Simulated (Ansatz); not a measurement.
Ligand exchange: Bi(CH3)2F + C2H3F2I → Bi(CH3)F2 + C3H6FI

Species: Bi(CH3)2F, singlet; C2H3F2I `FCC(F)I`, singlet; Bi(CH3)F2, singlet; C3H6FI `CC(I)CF`, singlet. The partners trade CH3 for F: Bi–CH3 and C–F bonds give way to Bi–F and C–CH3.

Shapes, held fixed at every level: PBE0-D4/def2-TZVP. Flexible molecules stand in one conformer, not always the lowest. Programs: Ansatz 0.2.0. Electronic energies: no zero-point or thermal term.

```csv
level,kind,ΔE (kJ/mol),less CCSD(T)/def2-TZVPP
HF/def2-TZVPP,Hartree–Fock,-122.7,+0.4
PBE-D4/def2-TZVPP,GGA,-124.5,-1.4
r2SCAN-D4/def2-TZVPP,meta-GGA,-128.3,-5.2
wB97M-V/def2-TZVPP,range-separated hybrid,-127.0,-3.9
wB97X-V/def2-TZVPP,range-separated hybrid,-130.3,-7.2
B2PLYP/def2-TZVPP,double hybrid,-128.6,-5.5
CCSD(T)/def2-TZVPP,coupled cluster or CI,-123.1,0.0
```

The highest level, CCSD(T)/def2-TZVPP, gives ΔE = -123.1 kJ/mol; the levels span -130.3 to -122.7. The column of differences is taken from that level and isn't an error. No measured value is set beside it here. For atoms past krypton def2 sets carry core potentials with scalar relativity. Outer-core shells of Bi, I are correlated, in sets that cover them unevenly.
